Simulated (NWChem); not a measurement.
Molecule: CH3Cl2InS; SMILES C[S][In]([Cl])[Cl]

```xyz
8

In     0.0409     0.2627     0.0000
Cl     0.9584     2.4067     0.0000
Cl    -2.2974     0.1093     0.0000
S      1.3311    -1.7331     0.0000
C      0.0211    -3.0074     0.0000
H     -0.6076    -2.9509     0.8978
H      0.5507    -3.9703     0.0000
H     -0.6076    -2.9509    -0.8978
```
Atoms are numbered in this order, from 1.

Computed with NWChem. All runs use the structure optimised with PBE0/def2-SVP (def2 core potentials past Kr). No frequency run checked for a minimum.

**Question.** Predict the results for TPSS/STO-3G, non-relativistic. Quantities: highest occupied level (eV); orbital gap (eV); dipole (D).

**Answer.** 
```yaml
highest occupied level (eV): -3.46
orbital gap (eV): 4.14
dipole (D): 3.38
```
